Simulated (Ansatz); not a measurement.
Start from `[CH3][Al]([F])[BH]O` and change one atom or group to get `[CH3][Al]([CH3])[F]`.

Ansatz, PBE0-D4/def2-TZVP geometries, multiplicity 1. Each molecule was computed in one conformer, which needn't be the lowest.

```csv
property,`[CH3][Al]([F])[BH]O`
LUMO energy (PBE0/def2-TZVPP) / eV,-1.45
LUMO energy (ωB97M-V/def2-TZVPP) / eV,0.36
HOMO energy (PBE0/def2-TZVPP) / eV,-7.02
size of the dipole moment (PBE/def2-TZVPP) / D,2.76
size of the dipole moment (B3LYP/def2-TZVPP) / D,2.75
HOMO–LUMO gap (PBE0/def2-TZVPP) / eV,5.56
```

**Question.** Give the same properties after the change, and the shifts. (Best estimate.)

**Answer.** The calculation gave: 
```
                                        property  `[CH3][Al]([CH3])[F]`  shift
              LUMO energy (PBE0/def2-TZVPP) / eV                  -0.27   1.18
           LUMO energy (ωB97M-V/def2-TZVPP) / eV                   1.25   0.89
              HOMO energy (PBE0/def2-TZVPP) / eV                  -7.92  -0.90
  size of the dipole moment (PBE/def2-TZVPP) / D                   1.84  -0.92
size of the dipole moment (B3LYP/def2-TZVPP) / D                   1.87  -0.88
            HOMO–LUMO gap (PBE0/def2-TZVPP) / eV                   7.65   2.09
```

With PBE0 the HOMO falls by 0.90 eV and the LUMO rises by 1.18 eV, so the gap widens by about 2.08 eV. PBE moves the HOMO by -0.83 eV and ωB97M-V by -1.01 eV. Dipoles are sizes alone; their direction can turn.

B3LYP here is the variant with VWN-RPA as its local correlation; programs differ in this.
